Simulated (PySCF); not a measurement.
# A thermochemical cycle for KSr

MP2 in PySCF with def2-SVP on every atom (core potentials on Sr), for the lowest determinant that a PBE0 search found; no spin–orbit coupling. KSr, a doublet (σ ↑), has De = 0.10 eV to neutral atoms, and KSr⁺, a singlet (closed shell), has De = 0.51 eV to K⁺ + Sr.

At the same level the K atom ionises at 4.10 eV.

Question: What is the adiabatic ionisation energy of the molecule, and does ionisation strengthen or weaken the bond?

Answer: IE = IE(K) + De(neutral) − De(ion) = 4.10 + 0.10 − 0.51 = 3.69 eV. De changes by +0.41 eV, so ionisation strengthens the bond.

Correlated steps freeze 5 core orbitals. Weak bonds: KSr. Basis-set superposition, not corrected here, can be much of De in a small basis, most of all at correlated wavefunction levels. For an ion De counts to the pair picked by the measured ionisation energies or electron affinities, which need not be the lowest pair at this level. States were picked by a PBE0 search and need not be the measured ground states.
